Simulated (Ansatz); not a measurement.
`Cl[Si]1(I)CO1` → C• + Cl• + 2 H• + I• + O• + Si•  (atomization)

Gas-phase electronic energies from Ansatz, PBE0-D4/def2-TZVP geometries. CBS: MP2 limit from def2 TZ/QZ plus the TZ coupled-cluster correction, frozen cores. This one scheme is used for every species, atoms too. For atomizations the MP2-based limit and the directly extrapolated one differ by several kJ/mol either way, and by 10 to 25 for some Ge, Se and Sn compounds, so smaller differences from it don't rank the levels. Functionals use def2-TZVPP. B3LYP here is the variant with VWN-RPA as its local correlation; programs differ in this. No spin–orbit coupling; open shells (•) take unrestricted orbitals. Spin–orbit coupling would lower the free atoms: a little for C, Cl, O, Si; strongly for I. def2 core potentials past Kr. Bonds to I are less sure, by a few kJ/mol each and by 10 to 20 or more in all where they break to atoms, as the def2 sets lack core-valence functions.

`Cl[Si]1(I)CO1`:

Z-matrix (Å, degrees):
```
Si
I 1 2.399
C 1 1.792 2 124.0
Cl 1 2.024 2 110.5 3 -160.7
O 1 1.636 2 117.8 3 60.8
H 3 1.087 1 121.8 2 -160.9
H 3 1.087 1 122.2 2 2.3
```

(1) What is ΔE at CCSD(T)/CBS? (Best estimate.)

(2) What do these levels give: r2SCAN-D4, B2PLYP, PBE0, B3LYP, CCSD/def2-SVP, HF/def2-TZVPP? (An estimate is asked.)

Largest T1 diagnostic among the species: 0.012.

## Answers

(1) Ansatz gave: +25.68 eV.

(2) Ansatz gave: r2SCAN-D4 25.81, B2PLYP 25.07, PBE0 25.46, B3LYP 24.84, CCSD/def2-SVP 22.74, HF/def2-TZVPP 17.41 eV.

From BLYP to BHLYP (50 % exact exchange), in def2-TZVPP and without D4, ΔE moves by −0.92 eV: exact exchange takes away binding that semilocal exchange gives to molecules. At CCSD(T), def2-SVP lies −2.52 eV from the extrapolated value and def2-TZVPP −1.00 eV: correlation converges slowly with the basis, and small sets miss more of it in the bonded molecule than in its fragments. Leaving LDA and LC-ωPBE aside and taking each functional with its dispersion term where it has one, the values, not all of them listed here, spread over 2.10 eV, from BHLYP-D4 to PBE-D4. LDA lies +3.86 eV from PBE without D4, its usual overbinding.
